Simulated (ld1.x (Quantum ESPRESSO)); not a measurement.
## Configuration tests for carbon (C) (TM)

ld1.x (Quantum ESPRESSO) 7.5 input, shortened:

```
&input
   title='C', zed=6., rel=1, dft='BLYP', iswitch=3,
   config='[He] 2s1 2p3'
 /
 &inputp
   pseudotype=2, tm=.true., lloc=-1, rcloc=2.25,
   nlcc=.true., rcore=0.80
 /
2
2S  1  0   1.00   0.00  1.05  1.05  0.0
2P  2  1   3.00   0.00  2.50  2.50  0.0
 &test
   configts(1)='2s1 2p3'
 /
```

Energies are relative to the spin-unpolarised reference configuration 2s1 2p3; without spin polarisation the order of configurations can differ from experiment.

```
valence configuration  charge  ΔE all-electron (eV)  error AE − PS (meV)
              2s2 2p2       0                -8.389                 -8.2
              2s2 2p1      +1                 2.440                 +229
              2s2 2p0      +2                26.615                +1552
              2s1 2p0      +3                74.770                +3327
              2s0 2p4       0                 8.420                 -6.8
            2s2 2p2.3    -0.3                -9.533                  -18
```

(1) What are ΔE and the potential's error for 2s2 2p1.5?

Levels in the configuration 2s1 2p0:

```csv
level,all-electron (eV),pseudo (eV)
2s,-56.127,-54.429
```

Answers

(1) ΔE = -4.447 eV all-electron; the error (AE − PS) is +49 meV.

ld1.x printed “convergence not achieved” for 2 of the counted tests; their residual had stalled under 1e-8, short of the target of 1e-14.
